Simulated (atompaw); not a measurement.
# How hard is this niobium PAW (atompaw) potential?

```json
{
 "Element": "Nb (Z = 41)",
 "Generator": "atompaw 4.2.0.5",
 "Type": "PAW",
 "Functional": "PBE",
 "Relativity": "scalar-relativistic",
 "Frozen core": "[Ar] 3d10",
 "Valence charge": "13",
 "Reference configuration": "4s2 4p6 4d4 5s1 5p0",
 "Partial waves": "4s (bound); 5s (bound); 4p (bound); 5p (bound, empty); 4d (bound); 4d channel at 0.35 Ry",
 "Local potential": "ultrasoft scheme with l = 3 at 0 Ry, radius 1.65 bohr",
 "Core correction": "smooth core density matched at 1.75 bohr",
 "Augmentation charge": "sinc compensation charge, radius 1.70 bohr; PAW radius 2.15 bohr; waves and projectors: bloechl"
}
```

The pseudo-atom Hamiltonian at the reference potential is diagonalised in spherical Bessel functions j_l(qr) that vanish at 20 bohr, with q² up to the cutoff. All-electron valence levels (Ry): 4s -4.2919, 5s -0.2927, 4p -2.5373, 5p -0.0816, 4d -0.2235.

Question: How do the lowest levels (Ry) of each channel move with the cutoff, and are there ghosts?

Answer:

```csv
cutoff (Ry),s #1,s #2,p #1,p #2,p #3,d #1,f #1,Σ f·Δε (mRy)
8,-3.4988,-0.2673,-1.5525,-0.0428,0.0636,-0.0512,0.1018,8208.9
15,-4.1420,-0.2893,-2.2705,-0.0716,0.0515,-0.1756,0.1018,2095.3
25,-4.2779,-0.2921,-2.5014,-0.0801,0.0488,-0.2182,0.1018,264.6
40,-4.2914,-0.2927,-2.5354,-0.0815,0.0483,-0.2233,0.1018,12.6
55,-4.2918,-0.2927,-2.5371,-0.0816,0.0483,-0.2235,0.1018,1.0
80,-4.2919,-0.2927,-2.5372,-0.0816,0.0483,-0.2235,0.1018,0.1
400,-4.2919,-0.2927,-2.5373,-0.0816,0.0483,-0.2235,0.1018,0.0
```

Result: no extra level below or beside the all-electron valence levels (s, p, d, f tested); 10 mRy is reached at 45 Ry and 1 mRy at 60 Ry.
